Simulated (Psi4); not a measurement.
CH3ClGa (SMILES [CH3][Ga][Cl]), doublet, at a GFN2-xTB geometry (such geometries of metal compounds can be far from the true shape) (the spin is typed, not shown lowest); PBE0/def2-SVP in Psi4.

Here is a job for Psi4.
```
memory 2 GB

molecule {
0 2
  Ga    0.50176795    0.31351713    0.10944034
  C    -0.42148577    1.58617638   -1.41951157
  H    -1.34994940    1.96354136   -0.99462624
  H    -0.63299857    0.93812317   -2.26812967
  H     0.23050747    2.40482668   -1.71042882
  Cl   -0.66314421   -1.44368120    0.59397669
}

set basis def2-svp
set reference uks
set scf_type pk
set puream true
set d_convergence 1e-8
set dft_radial_points 99
set dft_spherical_points 590

energy('pbe0')
print_variables()
```

Predict the main parts of the log of this Psi4 run.


```
   => Loading Basis Set <=

    Name: DEF2-SVP
    Role: ORBITAL
    Keyword: BASIS

         ---------------------------------------------------------
                                   SCF
               by Justin Turney, Rob Parrish, Andy Simmonett
                          and Daniel G. A. Smith
                              UKS Reference
         ---------------------------------------------------------

  ==> Geometry <==

    Molecular point group: c1
    Full point group: C1

    Geometry (in Angstrom), charge = 0, multiplicity = 2:

       Center              X                  Y                   Z               Mass
    ------------   -----------------  -----------------  -----------------  -----------------
         GA           0.463327405400     0.351294419476     0.056734375637    68.925573500000
         C           -0.459926314600     1.623953669476    -1.472217534363    12.000000000000
         H           -1.388389944600     2.001318649476    -1.047332204363     1.007825032230
         H           -0.671439114600     0.975900459476    -2.320835634363     1.007825032230
         H            0.192066925400     2.442603969476    -1.763134784363     1.007825032230
         CL          -0.701584754600    -1.405903910524     0.541270725637    34.968852682000

  Running in c1 symmetry.

  Rotational constants: A =      0.41808  B =      0.10236  C =      0.08354 [cm^-1]
  Rotational constants: A =  12533.60282  B =   3068.69163  C =   2504.37423 [MHz]
  Nuclear repulsion =  222.972959895661631

  Charge       = 0
  Multiplicity = 2
  Electrons    = 57
  Nalpha       = 29
  Nbeta        = 28

  ==> Algorithm <==

  SCF Algorithm Type is PK.
  DIIS enabled.
  MOM disabled.
  Fractional occupation disabled.
  Guess Type is SAD.
  Energy threshold   = 1.00e-06
  Density threshold  = 1.00e-08
  Integral threshold = 1.00e-12

  ==> Primary Basis <==

  Basis Set: DEF2-SVP
    Blend: DEF2-SVP
    Number of shells: 35
    Number of basis functions: 79
    Number of Cartesian functions: 84
    Spherical Harmonics?: true
    Max angular momentum: 2

  ==> DFT Potential <==

   => LibXC <=

    Version 7.1.2
    S. Lehtola, C. Steigemann, M. J. T. Oliveira, and M. A. L. Marques,  SoftwareX 7, 1–5 (2018) (10.1016/j.softx.2017.11.002)

   => Composite Functional: PBE0 <=

    PBE0 Hyb-GGA Exchange-Correlation Functional

    C. Adamo and V. Barone,  J. Chem. Phys. 110, 6158 (1999) (10.1063/1.478522)
[...]
      Ntotal   =   56.9999997630 ; deviation = -2.370e-07

   @Spin Contamination Metric:   7.210350453E-03
   @S^2 Expected:                7.500000000E-01
   @S^2 Observed:                7.572103505E-01
   @S   Expected:                5.000000000E-01
   @S   Observed:                5.000000000E-01

    Orbital Energies [Eh]
    ---------------------

    Alpha Occupied:

[...]
    Alpha Virtual:

[...]
    Beta Occupied:

[...]
      28A     -0.302326

    Beta Virtual:

[...]
    Final Occupation by Irrep:
              A
    DOCC [    28 ]
    SOCC [     1 ]
    NA   [    29 ]
    NB   [    28 ]

  @UKS Final Energy: -2424.11130090817733

   => Energetics <=

    Nuclear Repulsion Energy =            222.9729598956616314
    One-Electron Energy =               -3816.8017428160919735
    Two-Electron Energy =                1252.3022561434293038
    DFT Exchange-Correlation Energy =     -82.5847741311762746
    Empirical Dispersion Energy =           0.0000000000000000
    VV10 Nonlocal Energy =                  0.0000000000000000
    Total Energy =                      -2424.1113009081773271

  UHF NO Occupations:
  HONO-2 :   27  A 1.9998381
  HONO-1 :   28  A 1.9969120
  HONO-0 :   29  A 1.0000000
  LUNO+0 :   30  A 0.0030880
  LUNO+1 :   31  A 0.0001619
  LUNO+2 :   32  A 0.0001339
  LUNO+3 :   33  A 0.0000696

Computation Completed

Properties will be evaluated at   0.000000,   0.000000,   0.000000 [a0]

Properties computed using the SCF density matrix

 Multipole Moments:

 ------------------------------------------------------------------------------------
     Multipole            Electronic (a.u.)      Nuclear  (a.u.)        Total (a.u.)
 ------------------------------------------------------------------------------------

 L = 1.  Multiply by 2.5417464519 to convert [e a0] to [Debye]
 Dipole X            :          4.4346101           -4.1406002            0.2940099
 Dipole Y            :         -3.3514776            4.0691579            0.7176803
 Dipole Z            :          5.3590644           -5.6771905           -0.3181261
 Magnitude           :                                                    0.8382787

 ------------------------------------------------------------------------------------

  Variable Map:
  ----------------------------------------------------------------------------
[...]
  Array Variable Map:
  ----------------------------------------------------------------------------
[...]
[...]
```
